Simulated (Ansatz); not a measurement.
CH₃Li, charge -1, doublet, geometry from GFN2-xTB (such geometries of metal compounds can be far from the true shape) (a state made from the parent by changing its charge; the spin is typed, not shown lowest) (a gas-phase anion, which may not be bound at this level). Base run: PBE/def2-SVP (Ansatz, a quantum-chemistry and plane-wave program).

The Ansatz input:
Ansatz 0.2 input:
```yaml
crystal:
  periodic: [false, false, false]
  atoms:
    - {symbol: Li, position_ang: [-1.20662055, -0.71723209, -1.05828569]}
    - {symbol: C, position_ang: [0.29200003, 0.17356889, 0.25610326]}
    - {symbol: H, position_ang: [0.88001435, -0.55142896, 0.87715171]}
    - {symbol: H, position_ang: [-0.10349501, 0.89346180, 1.01926889]}
    - {symbol: H, position_ang: [1.09134210, 0.76825007, -0.25818308]}
basis:
  gaussian:
    orbitals: def2-SVP
hamiltonian:
  xc: pbe
total_charge: -1
magnetization: {spin_polarized: true, initial_magnetization: 1}
```

Each row names what was changed in the base input (with any setting that the change needs).

```csv
change,basis functions,E (Eh)
base,38,-47.27327
basis = cc-pVTZ-DK; relativity = none,102,-47.32952
basis = cc-pVTZ-DK; relativity = spin-free X2C,102,-47.34567
basis = x2c-SVPall; relativity = none,38,-47.27379
basis = cc-pVTZ-DK; relativity = spin-free X2C; nucleus = Gaussian,102,-47.34566
basis = jorge-DZP-DKH; relativity = spin-free X2C; nucleus = Gaussian,45,-47.32559
basis = x2c-SVPall; relativity = spin-free X2C,38,-47.28889
basis = jorge-DZP-DKH; relativity = spin-free X2C,45,-47.32559
basis = x2c-SVPall; relativity = spin-free X2C; nucleus = Gaussian,38,-47.28889
basis = jorge-DZP-DKH; relativity = none,45,-47.30966
```

Absolute energies of different levels of theory aren't comparable as measures of quality.

Ansatz warned in this series: the basis is contracted for relativity, which the run leaves out.

A gas-phase anion may not be bound at this level; its values then depend on the basis.

Basis sets contracted for a relativistic Hamiltonian are a mismatch without it, so the rows without relativity aren't non-relativistic limits. No row has spin-orbit coupling; sets with core potentials leave out the core electrons.
